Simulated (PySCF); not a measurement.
H₂Ga (SMILES [GaH2+]), charge +1, singlet, at a GFN2-xTB geometry (such geometries of metal compounds can be far from the true shape). Base run: PBE/pcseg-1 in PySCF.

PySCF was given this input:
```python
from pyscf import gto, scf, dft

mol = gto.M(
    atom='''
Ga    0.00000000    0.00000000    0.00000000
H    -0.00000000   -0.00000000   -1.56355402
H     0.00000000    0.00000000    1.56355402
''',
    basis='pcseg-1',
    charge=1,
    verbose=4,
)

mf = dft.RKS(mol)
mf.xc = 'pbe'
mf.kernel()
```

Each row names what was changed in the base input (with any setting that the change needs).

```csv
change,ΔE vs base (mEh),SCF cycles
base,0.000,7
diis_space = 12,0.000,7
solver = newton; init_guess = 1e,0.000,-
DIIS = EDIIS,0.000,31
level_shift = 0.3 (with mf.max_cycle = 100),0.000,10
diis = off (with mf.max_cycle = 100),0.000,51
diis_space = 20,0.000,7
init_guess = huckel,0.000,7
conv_tol = 1e-6,0.000,5
init_guess = 1e,0.000,8
level_shift = 1.0 (with mf.max_cycle = 100),0.000,22
diis_space = 4,0.000,7
init_guess = mod_huckel,0.000,7
```
